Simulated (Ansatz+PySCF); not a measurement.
## singlet CuCl: levels of theory in one basis

```xyz
2

Cu    0.0000    0.0000   -0.7699
Cl    0.0000    0.0000    1.3133
```

Basis set: def2-SVP (spherical functions). Frozen core: 10 orbitals. Charge 0, multiplicity 1.

Computed with Ansatz (development build ahead of 0.2.0); each method stands on the lowest determinant of its kind that the runs found. NEVPT2 correlates all electrons. Active spaces start from the frontier orbitals, and the lowest solution found is given.

```csv
method,E − E(RHF) (eV),<S²> of the determinant
RHF,0.00,0.00
RHF-MP2,-13.72,–
RHF-CCSD(T),-13.40,–
"CASSCF(2,2)",-0.26,–
"SC-NEVPT2(2,2)",-14.13,–
```

Q: What does RHF-CCSD give on the same scale?

A: -12.96 eV.

Q: Is a single determinant a sound starting point here?

A: By this sign, yes. Unrestricted orbitals gain 0.00 eV and <S²> is 0.00 against 0.00 for a pure state. The CASSCF(2,2) natural occupations are 1.99, 0.01.

Caution for CASSCF(2,2), SC-NEVPT2(2,2): other starts end on other solutions of this active space.
